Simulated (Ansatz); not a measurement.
A first, cheap relaxation of C$_{2}$H$_{5}$BrSi (`C=C([SiH3])Br`).

```yaml
crystal:
  periodic: [false, false, false]
  atoms:
    - {symbol: C, position_ang: [-0.442100, 1.350500, -0.511900]}
    - {symbol: C, position_ang: [-0.192200, 0.088300, -0.620300]}
    - {symbol: Si, position_ang: [0.394700, -0.944000, 0.770300]}
    - {symbol: Br, position_ang: [-0.302100, -0.806400, -2.256700]}
    - {symbol: H, position_ang: [-0.847100, 1.949700, -1.399900]}
    - {symbol: H, position_ang: [-0.392100, 1.962400, 0.406100]}
    - {symbol: H, position_ang: [1.800400, -1.494400, 0.484100]}
    - {symbol: H, position_ang: [-0.468700, -2.050200, 1.052900]}
    - {symbol: H, position_ang: [0.537700, -0.102200, 2.058300]}
basis:
  gaussian: {orbitals: def2-SVP}
hamiltonian: {xc: pbe, dispersion: d4}
relax: {f_tol: 0.03, max_steps: 200}
```

```sh
$ ansatz run in.yaml --threads 4 --pin off --events-out ev --progress --plain --max-ram 10444MiB
```

Output, abridged:

```
Functional definition: PBE
mean field -80048.10554670 eV, -2941.7136202865 hartree, gradient 4.0e-5 eV, S^2 0.000000; 0 other end points of the search recorded, 0 dependent functions left out
relax step   1: F+E_penalty+E_count = -80048.32431172 eV  Δ(F+E_penalty+E_count) = +0.000e0 eV  max|allowed force component| = 4.532e0 eV/Å  Δτ_max = 0.0000 Å  (27 SCF iters, accepted)
mean field -80048.34462670 eV, -2941.7224063144 hartree, gradient 8.3e-6 eV, S^2 0.000000; 0 other end points of the search recorded, 0 dependent functions left out
relax step   2: F+E_penalty+E_count = -80048.56116440 eV  Δ(F+E_penalty+E_count) = -2.369e-1 eV  max|allowed force component| = 1.272e0 eV/Å  Δτ_max = 0.0866 Å  (29 SCF iters, accepted)
mean field -80048.38323299 eV, -2941.7238250695 hartree, gradient 1.5e-5 eV, S^2 0.000000; 0 other end points of the search recorded, 0 dependent functions left out
relax step   3: F+E_penalty+E_count = -80048.59808607 eV  Δ(F+E_penalty+E_count) = -3.692e-2 eV  max|allowed force component| = 8.798e-1 eV/Å  Δτ_max = 0.0931 Å  (29 SCF iters, accepted)
mean field -80048.42007132 eV, -2941.7251788533 hartree, gradient 1.0e-5 eV, S^2 0.000000; 0 other end points of the search recorded, 0 dependent functions left out
relax step   4: F+E_penalty+E_count = -80048.63528433 eV  Δ(F+E_penalty+E_count) = -3.720e-2 eV  max|allowed force component| = 1.546e-1 eV/Å  Δτ_max = 0.0456 Å  (30 SCF iters, accepted)
mean field -80048.42070043 eV, -2941.7252019724 hartree, gradient 9.1e-6 eV, S^2 0.000000; 0 other end points of the search recorded, 0 dependent functions left out
relax step   5: F+E_penalty+E_count = -80048.63597447 eV  Δ(F+E_penalty+E_count) = -6.901e-4 eV  max|allowed force component| = 1.695e-2 eV/Å  Δτ_max = 0.0075 Å  (31 SCF iters, accepted)
mean field -80048.42070043 eV, -2941.7252019724 hartree, gradient 1.0e-5 eV, S^2 0.000000; 1 other end points of the search recorded, 0 dependent functions left out
Total energy: -80048.63600871 eV, -2941.7331144060 hartree
Atom 0 at    -0.486064     1.415356    -0.544622 Å, force    -0.004560    -0.004420    -0.016949 eV/Å
Atom 1 at    -0.167061     0.110000    -0.608828 Å, force     0.001498    -0.001893     0.012618 eV/Å
Atom 2 at     0.452955    -0.956691     0.819683 Å, force    -0.002901    -0.008038    -0.009094 eV/Å
Atom 3 at    -0.324034    -0.842622    -2.269417 Å, force     0.004265     0.002058     0.005068 eV/Å
Atom 4 at    -0.840754     1.986109    -1.417925 Å, force    -0.005991     0.008774     0.001697 eV/Å
Atom 5 at    -0.394388     1.949535     0.415610 Å, force     0.005776     0.003852     0.003679 eV/Å
Atom 6 at     1.811088    -1.505661     0.487033 Å, force     0.003029    -0.000721     0.002952 eV/Å
Atom 7 at    -0.493921    -2.100615     1.045894 Å, force    -0.001936    -0.003431     0.001276 eV/Å
Atom 8 at     0.530680    -0.101710     2.055472 Å, force     0.000819     0.003820    -0.001248 eV/Å
Dipole moment:    -0.008906     0.187208     0.161456 e Å
```

It took 6 s on 4 threads of an Arm Neoverse V1 on a shared host, with 0.15 GiB of host memory at the peak.
